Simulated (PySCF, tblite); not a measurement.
Isomers of C6H14N (doublet state), one GFN2-xTB conformer each. Single-point energies are computed at B3LYP/pcH-1 (PySCF, gas phase, no added dispersion term), electronic only. GFN2-xTB treats the open shell by occupation alone, and not every SCF solution was tested for stability.

Question: Rank them by B3LYP/pcH-1 energy, lowest first (kcal/mol).
A. `[CH3:1][CH2:2][C:3]([CH3:4])([CH3:5])[CH:6][NH2:7]` (doublet state) with C1–C2–C3–C4 62°, C2–C3–C6–N7 165°, C3–C6–N7–H -41° and -170°
B. `[CH3:1][CH:2][C:3]([CH3:4])([CH3:5])[CH2:6][NH2:7]` (doublet state) with C1–C2–C3–C4 -46°, C2–C3–C6–N7 59°, C3–C6–N7–H -59° and -178°

Answer: A (0.0), B (7.1).

GFN2-xTB itself gives, in the same order: 0.0, 9.0. Both levels put the same isomer lowest.

Question: What happens when harmonic zero-point energies from GFN2-xTB frequencies are added?

Answer: 
| SMILES | ZPE (kcal/mol) | electronic (kcal/mol) | with ZPE (kcal/mol) |
| --- | --- | --- | --- |
| CCC(C)(C)[CH]N | 118.6 | 0.0 | 0.0 |
| C[CH]C(C)(C)CN | 117.7 | 7.1 | 6.1 |

The zero-point energies span 0.9 kcal/mol. The order is unchanged.
